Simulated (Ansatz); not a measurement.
Start from `ClC1(Cl)C[SiH2]1` and change one atom or group to get `[SiH3]C1(Cl)C[SiH2]1`.

Ansatz, PBE0-D4/def2-TZVP geometries, multiplicity 1. 

```tsv
property	`ClC1(Cl)C[SiH2]1`
size of the dipole moment (ωB97M-V/def2-TZVPP) / D	2.48
HOMO–LUMO gap (PBE/def2-TZVPP) / eV	4.44
HOMO–LUMO gap (PBE0/def2-TZVPP) / eV	6.50
HOMO energy (B3LYP/def2-TZVPP) / eV	-6.97
HOMO energy (PBE0/def2-TZVPP) / eV	-7.18
LUMO energy (PBE0/def2-TZVPP) / eV	-0.68
```

(1) Give the same properties after the change, and the shifts. (Best estimate.)

Results:

(1) Ansatz gave: 
```json
{"property": "size of the dipole moment (ωB97M-V/def2-TZVPP) / D", "`[SiH3]C1(Cl)C[SiH2]1`": "1.90", "shift": "-0.58"}
{"property": "HOMO–LUMO gap (PBE/def2-TZVPP) / eV", "`[SiH3]C1(Cl)C[SiH2]1`": "4.54", "shift": "0.10"}
{"property": "HOMO–LUMO gap (PBE0/def2-TZVPP) / eV", "`[SiH3]C1(Cl)C[SiH2]1`": "6.55", "shift": "0.05"}
{"property": "HOMO energy (B3LYP/def2-TZVPP) / eV", "`[SiH3]C1(Cl)C[SiH2]1`": "-6.76", "shift": "0.21"}
{"property": "HOMO energy (PBE0/def2-TZVPP) / eV", "`[SiH3]C1(Cl)C[SiH2]1`": "-6.97", "shift": "0.21"}
{"property": "LUMO energy (PBE0/def2-TZVPP) / eV", "`[SiH3]C1(Cl)C[SiH2]1`": "-0.42", "shift": "0.26"}
```

With PBE0 the HOMO rises by 0.21 eV and the LUMO rises by 0.26 eV, so the gap widens by about 0.05 eV. PBE moves the HOMO by 0.14 eV and ωB97M-V by 0.21 eV. Dipoles are sizes alone; their direction can turn.

B3LYP here is the variant with VWN-RPA as its local correlation; programs differ in this.
